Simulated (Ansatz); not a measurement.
```yaml
crystal:
  periodic: [false, false, false]
  atoms:
    - {symbol: N, position_ang: [-0.824481, -1.597241, 0.240157]}
    - {symbol: C, position_ang: [0.061598, -0.908530, -0.392881]}
    - {symbol: O, position_ang: [1.655477, 1.349206, 0.577847]}
    - {symbol: F, position_ang: [0.870826, -1.651097, -1.105897]}
    - {symbol: Al, position_ang: [0.154996, 1.182425, -0.228627]}
    - {symbol: Cl, position_ang: [-1.599103, 1.288598, 1.075403]}
    - {symbol: H, position_ang: [-1.474855, -1.053682, 0.808008]}
    - {symbol: H, position_ang: [-0.879429, -2.607883, 0.196174]}
    - {symbol: H, position_ang: [2.212249, 2.119041, 0.488381]}
    - {symbol: H, position_ang: [-0.094179, 1.827962, -1.655564]}
basis:
  gaussian: {orbitals: def2-TZVPP}
total_charge: 3
magnetization: {spin_polarized: true, initial_magnetization: 1}
hamiltonian: {xc: {name: B2PLYP}, pseudopotentials: {relativity: none}}
```

```sh
$ ansatz run in.yaml --threads 4 --pin off --events-out ev --progress --plain --max-ram 10444MiB
```

It prints (some lines left out):

```
Functional definition: B2PLYP
  name "B2PLYP"
  cite "Grimme, J. Chem. Phys. 124, 034108 (2006) doi:10.1063/1.2148954"
  cite "Becke, Phys. Rev. A 38, 3098 (1988) doi:10.1103/PhysRevA.38.3098"
  cite "Lee, Yang & Parr, Phys. Rev. B 37, 785 (1988) doi:10.1103/PhysRevB.37.785"
  parameter a = 0.53
  parameter c = 0.27
  exchange = (1 - a)*b88_x + a*exact_x
  correlation = (1 - c)*lyp_c + c*(mp2_os + mp2_ss)
1614 factors; integrals over basis functions are off by at most 1.2e-3 eV
mean field evaluation 1: about -26377.7322 eV, gradient 9.2e1 eV
mean field evaluation 2: about -26377.9763 eV, gradient 9.2e1 eV
mean field evaluation 4: about -26403.9204 eV, gradient 3.0e1 eV
mean field evaluation 8: about -26412.6450 eV, gradient 9.3e0 eV
mean field evaluation 16: about -26414.4931 eV, gradient 1.1e0 eV
mean field evaluation 32: about -26414.6014 eV, gradient 2.8e-2 eV
mean field evaluation 96: about -26414.6461 eV, gradient 7.0e-6 eV
mean field -26414.64609060 eV, -970.7203393394 hartree, gradient 7.0e-6 eV, S^2 1.772379; 10 other end points of the search recorded, 0 dependent functions left out
14 core orbitals not correlated: weight in the atoms' cores, before any rotation towards them, 1.000 or more for the frozen orbitals, at most 0.000 for the correlated occupied ones
reference -26414.64624338 eV, -970.7203449541 hartree; 17, 16 occupied and 233, 234 virtual orbitals, 1614 factors
second order -32.88494707 eV of doubles, -0.00000000 eV of singles
Total energy: -26423.52517909 eV, -971.0466398230 hartree
```

**Question.** Something in this input is off. What?

**Answer.** The charge is far from anything that the molecule holds. The run converged. The result belongs to that input, not to the molecule as meant.
